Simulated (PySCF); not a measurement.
**Magnetisability: `OCC[C@@H](F)Br`, C3H6BrFO**

Geometry (Å), atoms numbered from 1 in this order:
```xyz
12

O    -2.063   -0.044    0.766
C    -0.957    0.378    0.006
C     0.206   -0.555    0.355
C     1.450   -0.263   -0.478
F     1.381    0.951   -1.081
Br    3.077   -0.237    0.626
H    -2.804    0.549    0.607
H    -0.687    1.415    0.245
H    -1.178    0.318   -1.070
H     0.410   -0.433    1.420
H    -0.111   -1.586    0.195
H     1.628   -1.000   -1.268
```

Level of theory: PySCF, GIAO CAM-B3LYP/pcSseg-1 magnetisability, rotational g tensor and spin-rotation constants, non-relativistic, gas phase. Geometry: GFN2-xTB, dihedral held. The dihedral C2–C3–C4–Br6 is held at 135°.

The calculation is non-relativistic, which matters for the atoms heavier than Zn.

How diamagnetic is it, and how anisotropic?

Isotropic -1196 × 10⁻³⁰ J/T², or -72.0 × 10⁻⁶ cm³/mol; principal values -1277, -1217, -1094 × 10⁻³⁰ J/T², anisotropy 162 × 10⁻³⁰ J/T² (root of half the summed squared differences of the principal values). The susceptibility is in cgs units.

Split it along the inertial axes a, b, c into diamagnetic and paramagnetic parts about the centre of mass, with the quadrupole moment.


```csv
axis,χ (10⁻⁶ cm³/mol),diamagnetic (10⁻⁶ cm³/mol),paramagnetic (10⁻⁶ cm³/mol),summed x² of all electrons (Å²),quadrupole Θ (D Å)
a,-75.7,-297.2,221.5,281.3,+5.67
b,-73.8,-1277.6,1203.8,50.2,-7.42
c,-66.6,-1406.2,1339.6,19.9,+1.76
```
Anisotropies 2χaa − χbb − χcc = -11.0 and 2χbb − χaa − χcc = -5.4 × 10⁻⁶ cm³/mol. Θ is traceless in Buckingham's convention.

And the rotational g tensor?


```tsv
axis	rotational constant (GHz)	g	nuclear part	electronic part
a	5.5297	-0.0293	0.5461	-0.5755
b	0.9279	-0.0024	0.5224	-0.5248
c	0.8316	-0.0071	0.5163	-0.5234
```
Asymmetric top; isotopes 79Br, 12C, 19F, 1H, 16O; no vibrational averaging.
